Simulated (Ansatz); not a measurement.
Reaction (hydrogenolysis of the Sb–O bond): `[OH][SbH][SiH3]` + H₂ → `[SiH3][SbH2]` + H₂O

Gas-phase electronic energies from Ansatz, PBE0-D4/def2-TZVP geometries. CBS: MP2 limit from def2 TZ/QZ plus the TZ coupled-cluster correction, frozen cores. This one scheme is used for every species. Functionals use def2-TZVPP. def2 core potentials past Kr. For Sb outer-core shells are correlated without core-valence functions, which leaves a few kJ/mol of doubt a bond. Each species was taken in one conformer, which may not be the lowest.

`[OH][SbH][SiH3]`:

Cartesian coordinates in Å:
```
O -0.599 -1.316 1.479
Sb -0.910 -1.043 -0.461
Si 0.839 0.850 -0.585
H -0.714 -2.245 1.695
H -2.158 0.118 -0.254
H 0.715 1.758 0.583
H 0.623 1.617 -1.842
H 2.203 0.261 -0.615
```

H₂:

Z-matrix (Å, degrees):
```
H
H 1 0.746
```

`[SiH3][SbH2]`:

Z-matrix (Å, degrees):
```
Si
Sb 1 2.574
H 1 1.485 2 112.8
H 1 1.487 2 108.7 3 -121.0
H 1 1.487 2 108.6 3 121.0
H 2 1.708 1 90.9 3 -46.0
H 2 1.709 1 91.0 3 45.5
```

H₂O:

Cartesian coordinates in Å:
```
O -0.110 -0.116 -0.355
H -0.154 -0.616 0.463
H 0.263 0.733 -0.108
```

CCSD(T)/CBS gives -33.2 kJ/mol.

(1) Another level gave -40.2 kJ/mol. Which?
A. BLYP/def2-TZVPP
B. B2PLYP/def2-TZVPP
C. HF/def2-TZVPP
D. PBE0-D4/def2-TZVPP

Largest T1 diagnostic among the species: 0.014.

## Answers

(1) D. PBE0-D4 -40.2, B2PLYP -32.5, HF/def2-TZVPP -50.7, BLYP -23.8 kJ/mol.

At CCSD(T), def2-SVP lies −21.8 kJ/mol from the extrapolated value and def2-TZVPP −6.8 kJ/mol. From PBE to PBE0 (25 % exact exchange), in def2-TZVPP and without D4, ΔE moves by −10.9 kJ/mol. Leaving LDA and LC-ωPBE aside and taking each functional with its dispersion term where it has one, the values, not all of them listed here, spread over 25.5 kJ/mol, from PBE-QIDH to BLYP-D4. LDA lies −8.8 kJ/mol from PBE without D4.
